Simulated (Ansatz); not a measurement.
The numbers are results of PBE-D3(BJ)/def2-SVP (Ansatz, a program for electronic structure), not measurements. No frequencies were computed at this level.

Ansatz 0.2 input:
```yaml
crystal:
  periodic: [false, false, false]
  atoms:
    - { symbol: Zr, position_ang: [-0.200874, 0.107083, 0.101293] }
    - { symbol: N, position_ang: [1.61411, -0.749421, -0.259578] }
    - { symbol: H, position_ang: [1.882581, -0.848013, -1.247285] }
    - { symbol: H, position_ang: [1.826403, -1.652064, 0.183181] }
    - { symbol: N, position_ang: [0.038113, 1.928788, 1.00113] }
    - { symbol: H, position_ang: [0.884644, 2.063897, 1.569089] }
    - { symbol: H, position_ang: [-0.754128, 2.172004, 1.614906] }
    - { symbol: O, position_ang: [-1.132386, -0.924183, 1.403984] }
    - { symbol: C, position_ang: [-0.569742, -1.033022, 2.680392] }
    - { symbol: H, position_ang: [0.539316, -0.973587, 2.643592] }
    - { symbol: H, position_ang: [-0.850528, -1.999709, 3.125903] }
    - { symbol: H, position_ang: [-0.950751, -0.233532, 3.34175] }
    - { symbol: O, position_ang: [-1.27249, 0.234601, -1.46614] }
    - { symbol: C, position_ang: [-2.439681, 0.965666, -1.211845] }
    - { symbol: H, position_ang: [-2.942701, 0.604317, -0.287388] }
    - { symbol: H, position_ang: [-3.138755, 0.840348, -2.052955] }
    - { symbol: H, position_ang: [-2.211464, 2.045684, -1.111605] }
basis:
  gaussian: { orbitals: def2-svp }
hamiltonian:
  xc: pbe
  dispersion: d3bj
relax:
  max_steps: 150
```

Output:

```
[...]
1804 factors; their error is unknown
mean field evaluation 288: about -10579.0752 eV, gradient 1.1e0 eV
mean field -10579.01813271 eV, -388.7717456609 hartree, gradient 2.0e-5 eV, S^2 0.000000; 0 other end points of the search recorded, 0 dependent functions left out
reference -10579.01823076 eV, -388.7717492642 hartree; 32, 32 occupied and 133, 133 virtual orbitals, 1804 factors
relax step  39: F+E_penalty+E_count = -10579.33774963 eV  Δ(F+E_penalty+E_count) = -1.166e-4 eV  max|allowed force component| = 1.132e-2 eV/Å  Δτ_max = 0.0244 Å  (31 SCF iters, accepted)
these checks for a lower state are left out or cut short: starts, cluster_reference, orbital_swaps, neighbouring_geometries, increment
1804 factors; their error is unknown
mean field -10579.01825923 eV, -388.7717503107 hartree, gradient 2.1e-5 eV, S^2 0.000000; 0 other end points of the search recorded, 0 dependent functions left out
reference -10579.01835713 eV, -388.7717539084 hartree; 32, 32 occupied and 133, 133 virtual orbitals, 1804 factors
relax step  40: F+E_penalty+E_count = -10579.33786402 eV  Δ(F+E_penalty+E_count) = -1.144e-4 eV  max|allowed force component| = 3.284e-2 eV/Å  Δτ_max = 0.0365 Å  (30 SCF iters, accepted)
these checks for a lower state are left out or cut short: starts, cluster_reference, orbital_swaps, neighbouring_geometries, increment
1804 factors; their error is unknown
mean field -10579.01833258 eV, -388.7717530061 hartree, gradient 2.0e-5 eV, S^2 0.000000; 0 other end points of the search recorded, 0 dependent functions left out
reference -10579.01843041 eV, -388.7717566015 hartree; 32, 32 occupied and 133, 133 virtual orbitals, 1804 factors
relax step  41: F+E_penalty+E_count = -10579.33794104 eV  Δ(F+E_penalty+E_count) = -7.702e-5 eV  max|allowed force component| = 3.214e-2 eV/Å  Δτ_max = 0.0144 Å  (32 SCF iters, accepted)
these checks for a lower state are left out or cut short: starts, cluster_reference, orbital_swaps, neighbouring_geometries, increment
1804 factors; their error is unknown
mean field -10579.01847364 eV, -388.7717581899 hartree, gradient 2.0e-5 eV, S^2 0.000000; 0 other end points of the search recorded, 0 dependent functions left out
reference -10579.01857137 eV, -388.7717617816 hartree; 32, 32 occupied and 133, 133 virtual orbitals, 1804 factors
relax step  42: F+E_penalty+E_count = -10579.33808437 eV  Δ(F+E_penalty+E_count) = -1.433e-4 eV  max|allowed force component| = 2.941e-2 eV/Å  Δτ_max = 0.0250 Å  (31 SCF iters, accepted)
these checks for a lower state are left out or cut short: starts, cluster_reference, orbital_swaps, neighbouring_geometries, increment
1804 factors; their error is unknown
mean field evaluation 320: about -10579.0186 eV, gradient 1.1e-3 eV
mean field -10579.01862258 eV, -388.7717636635 hartree, gradient 2.0e-5 eV, S^2 0.000000; 0 other end points of the search recorded, 0 dependent functions left out
reference -10579.01872014 eV, -388.7717672487 hartree; 32, 32 occupied and 133, 133 virtual orbitals, 1804 factors
relax step  43: F+E_penalty+E_count = -10579.33824183 eV  Δ(F+E_penalty+E_count) = -1.575e-4 eV  max|allowed force component| = 4.811e-2 eV/Å  Δτ_max = 0.0529 Å  (30 SCF iters, accepted)
these checks for a lower state are left out or cut short: starts, cluster_reference, orbital_swaps, neighbouring_geometries, increment
1804 factors; their error is unknown
mean field -10579.01873745 eV, -388.7717678847 hartree, gradient 2.0e-5 eV, S^2 0.000000; 0 other end points of the search recorded, 0 dependent functions left out
reference -10579.01883498 eV, -388.7717714689 hartree; 32, 32 occupied and 133, 133 virtual orbitals, 1804 factors
relax step  44: F+E_penalty+E_count = -10579.33836363 eV  Δ(F+E_penalty+E_count) = -1.218e-4 eV  max|allowed force component| = 4.041e-2 eV/Å  Δτ_max = 0.0112 Å  (32 SCF iters, accepted)
these checks for a lower state are left out or cut short: starts, cluster_reference, orbital_swaps, neighbouring_geometries, increment
1804 factors; their error is unknown
mean field -10579.01897894 eV, -388.7717767596 hartree, gradient 2.0e-5 eV, S^2 0.000000; 0 other end points of the search recorded, 0 dependent functions left out
reference -10579.01907641 eV, -388.7717803414 hartree; 32, 32 occupied and 133, 133 virtual orbitals, 1804 factors
relax step  45: F+E_penalty+E_count = -10579.33862980 eV  Δ(F+E_penalty+E_count) = -2.662e-4 eV  max|allowed force component| = 1.699e-2 eV/Å  Δτ_max = 0.0394 Å  (30 SCF iters, accepted)
these checks for a lower state are left out or cut short: starts, cluster_reference, orbital_swaps, neighbouring_geometries, increment
1804 factors; their error is unknown
mean field -10579.01911881 eV, -388.7717818996 hartree, gradient 1.9e-5 eV, S^2 0.000000; 0 other end points of the search recorded, 0 dependent functions left out
reference -10579.01921618 eV, -388.7717854779 hartree; 32, 32 occupied and 133, 133 virtual orbitals, 1804 factors
relax step  46: F+E_penalty+E_count = -10579.33878817 eV  Δ(F+E_penalty+E_count) = -1.584e-4 eV  max|allowed force component| = 4.317e-2 eV/Å  Δτ_max = 0.0562 Å  (30 SCF iters, accepted)
these checks for a lower state are left out or cut short: starts, cluster_reference, orbital_swaps, neighbouring_geometries, increment
1804 factors; their error is unknown
mean field -10579.01930529 eV, -388.7717887527 hartree, gradient 2.0e-5 eV, S^2 0.000000; 0 other end points of the search recorded, 0 dependent functions left out
reference -10579.01940264 eV, -388.7717923302 hartree; 32, 32 occupied and 133, 133 virtual orbitals, 1804 factors
relax step  47: F+E_penalty+E_count = -10579.33898488 eV  Δ(F+E_penalty+E_count) = -1.967e-4 eV  max|allowed force component| = 2.039e-2 eV/Å  Δτ_max = 0.0173 Å  (30 SCF iters, accepted)
these checks for a lower state are left out or cut short: starts, cluster_reference, orbital_swaps, neighbouring_geometries, increment
1804 factors; their error is unknown
mean field evaluation 352: about -10579.0823 eV, gradient 9.8e-3 eV
mean field -10579.01949724 eV, -388.7717958064 hartree, gradient 1.9e-5 eV, S^2 0.000000; 0 other end points of the search recorded, 0 dependent functions left out
reference -10579.01959452 eV, -388.7717993815 hartree; 32, 32 occupied and 133, 133 virtual orbitals, 1804 factors
relax step  48: F+E_penalty+E_count = -10579.33917073 eV  Δ(F+E_penalty+E_count) = -1.858e-4 eV  max|allowed force component| = 3.215e-2 eV/Å  Δτ_max = 0.0489 Å  (30 SCF iters, accepted)
these checks for a lower state are left out or cut short: starts, cluster_reference, orbital_swaps, neighbouring_geometries, increment
1804 factors; their error is unknown
mean field -10579.01964460 eV, -388.7718012218 hartree, gradient 2.0e-5 eV, S^2 0.000000; 0 other end points of the search recorded, 0 dependent functions left out
reference -10579.01974183 eV, -388.7718047952 hartree; 32, 32 occupied and 133, 133 virtual orbitals, 1804 factors
relax step  49: F+E_penalty+E_count = -10579.33931216 eV  Δ(F+E_penalty+E_count) = -1.414e-4 eV  max|allowed force component| = 3.874e-2 eV/Å  Δτ_max = 0.0382 Å  (30 SCF iters, accepted)
these checks for a lower state are left out or cut short: starts, cluster_reference, orbital_swaps, neighbouring_geometries, increment
1804 factors; their error is unknown
mean field -10579.01978090 eV, -388.7718062309 hartree, gradient 2.0e-5 eV, S^2 0.000000; 0 other end points of the search recorded, 0 dependent functions left out
reference -10579.01987811 eV, -388.7718098035 hartree; 32, 32 occupied and 133, 133 virtual orbitals, 1804 factors
relax step  50: F+E_penalty+E_count = -10579.33946119 eV  Δ(F+E_penalty+E_count) = -1.490e-4 eV  max|allowed force component| = 3.697e-2 eV/Å  Δτ_max = 0.0350 Å  (31 SCF iters, accepted)
these checks for a lower state are left out or cut short: starts, cluster_reference, orbital_swaps, neighbouring_geometries, increment
1804 factors; their error is unknown
mean field -10579.01992743 eV, -388.7718116159 hartree, gradient 1.9e-5 eV, S^2 0.000000; 0 other end points of the search recorded, 0 dependent functions left out
reference -10579.02002463 eV, -388.7718151878 hartree; 32, 32 occupied and 133, 133 virtual orbitals, 1804 factors
relax step  51: F+E_penalty+E_count = -10579.33962391 eV  Δ(F+E_penalty+E_count) = -1.627e-4 eV  max|allowed force component| = 3.770e-2 eV/Å  Δτ_max = 0.0401 Å  (30 SCF iters, accepted)
these checks for a lower state are left out or cut short: starts, cluster_reference, orbital_swaps, neighbouring_geometries, increment
1804 factors; their error is unknown
mean field evaluation 384: about -10579.0201 eV, gradient 2.0e-5 eV
mean field -10579.02006591 eV, -388.7718167048 hartree, gradient 2.0e-5 eV, S^2 0.000000; 0 other end points of the search recorded, 0 dependent functions left out
reference -10579.02016309 eV, -388.7718202760 hartree; 32, 32 occupied and 133, 133 virtual orbitals, 1804 factors
relax step  52: F+E_penalty+E_count = -10579.33977753 eV  Δ(F+E_penalty+E_count) = -1.536e-4 eV  max|allowed force component| = 2.595e-2 eV/Å  Δτ_max = 0.0300 Å  (30 SCF iters, accepted)
these checks for a lower state are left out or cut short: starts, cluster_reference, orbital_swaps, neighbouring_geometries, increment
1804 factors; their error is unknown
mean field -10579.02014055 eV, -388.7718194479 hartree, gradient 2.2e-5 eV, S^2 0.000000; 0 other end points of the search recorded, 0 dependent functions left out
reference -10579.02023771 eV, -388.7718230185 hartree; 32, 32 occupied and 133, 133 virtual orbitals, 1804 factors
relax step  53: F+E_penalty+E_count = -10579.33985657 eV  Δ(F+E_penalty+E_count) = -7.904e-5 eV  max|allowed force component| = 4.700e-2 eV/Å  Δτ_max = 0.0583 Å  (29 SCF iters, accepted)
these checks for a lower state are left out or cut short: starts, cluster_reference, orbital_swaps, neighbouring_geometries, increment
1804 factors; their error is unknown
mean field -10579.02028054 eV, -388.7718245925 hartree, gradient 2.0e-5 eV, S^2 0.000000; 0 other end points of the search recorded, 0 dependent functions left out
reference -10579.02037771 eV, -388.7718281631 hartree; 32, 32 occupied and 133, 133 virtual orbitals, 1804 factors
relax step  54: F+E_penalty+E_count = -10579.34001642 eV  Δ(F+E_penalty+E_count) = -1.598e-4 eV  max|allowed force component| = 1.080e-2 eV/Å  Δτ_max = 0.0113 Å  (32 SCF iters, accepted)
these checks for a lower state are left out or cut short: starts, cluster_reference, orbital_swaps, neighbouring_geometries, increment
1804 factors; their error is unknown
mean field -10579.02027260 eV, -388.7718243005 hartree, gradient 1.2e-5 eV, S^2 0.000000; 0 other end points of the search recorded, 0 dependent functions left out
reference -10579.02036976 eV, -388.7718278712 hartree; 32, 32 occupied and 133, 133 virtual orbitals, 1804 factors
relax step  55: F+E_penalty+E_count = -10579.34001635 eV  Δ(F+E_penalty+E_count) = +6.719e-8 eV  max|allowed force component| = 1.084e-2 eV/Å  Δτ_max = 0.0014 Å  (25 SCF iters, rejected (line search))
these checks for a lower state are left out or cut short: starts, cluster_reference, orbital_swaps, neighbouring_geometries, increment
1804 factors; their error is unknown
mean field -10579.02029635 eV, -388.7718251735 hartree, gradient 2.2e-5 eV, S^2 0.000000; 0 other end points of the search recorded, 0 dependent functions left out
reference -10579.02039351 eV, -388.7718287440 hartree; 32, 32 occupied and 133, 133 virtual orbitals, 1804 factors
relax step  56: F+E_penalty+E_count = -10579.34003047 eV  Δ(F+E_penalty+E_count) = -1.405e-5 eV  max|allowed force component| = 2.163e-3 eV/Å  Δτ_max = 0.0007 Å  (24 SCF iters, accepted)
1804 factors; their error is unknown
mean field evaluation 416: about -10571.9721 eV, gradient 5.2e1 eV
mean field -10579.02029635 eV, -388.7718251735 hartree, gradient 2.2e-5 eV, S^2 0.000000; 1 other end points of the search recorded, 0 dependent functions left out
reference -10579.02039351 eV, -388.7718287440 hartree; 32, 32 occupied and 133, 133 virtual orbitals, 1804 factors
Total energy: -10579.34012762 eV, -388.7835787559 hartree
Atom 0 at    -0.079757     0.360602     0.484408 Å, force     0.000322     0.000457    -0.000634 eV/Å
Atom 1 at     1.399147    -0.563633    -0.613948 Å, force     0.001731    -0.000857    -0.001184 eV/Å
Atom 2 at     1.966622    -0.115982    -1.343475 Å, force    -0.001083     0.000150     0.000208 eV/Å
Atom 3 at     1.655057    -1.557253    -0.584953 Å, force    -0.000624     0.001390     0.001025 eV/Å
Atom 4 at     0.673531     2.191684     1.055049 Å, force     0.001290    -0.000386    -0.001911 eV/Å
Atom 5 at     1.588077     2.347934     1.495572 Å, force    -0.000742     0.000310     0.001049 eV/Å
Atom 6 at     0.182507     3.092506     1.026231 Å, force    -0.000285     0.000761     0.001092 eV/Å
Atom 7 at    -0.439332    -0.862993     1.957441 Å, force     0.000651    -0.001227    -0.001035 eV/Å
Atom 8 at    -0.731839    -1.456136     3.182074 Å, force     0.000483     0.001746    -0.002163 eV/Å
Atom 9 at    -0.075689    -2.338569     3.364306 Å, force    -0.001203    -0.001358     0.001406 eV/Å
Atom 10 at    -1.787905    -1.811272     3.221121 Å, force    -0.000733     0.000179     0.001090 eV/Å
Atom 11 at    -0.582596    -0.747578     4.030062 Å, force     0.000652    -0.000385     0.001050 eV/Å
Atom 12 at    -1.685385     0.783829    -0.535349 Å, force    -0.001320    -0.000585    -0.000876 eV/Å
Atom 13 at    -2.713990     0.799966    -1.473399 Å, force     0.001445    -0.000044     0.001130 eV/Å
Atom 14 at    -3.567833     0.158346    -1.153651 Å, force    -0.000202    -0.000091    -0.000165 eV/Å
Atom 15 at    -2.371009     0.434319    -2.469543 Å, force    -0.000288     0.000010    -0.000181 eV/Å
Atom 16 at    -3.107940     1.833085    -1.613522 Å, force    -0.000094    -0.000070     0.000096 eV/Å
Dipole moment:     0.022474     0.004307    -0.003263 e Å
```

Cost: very roughly 9 core-minutes.
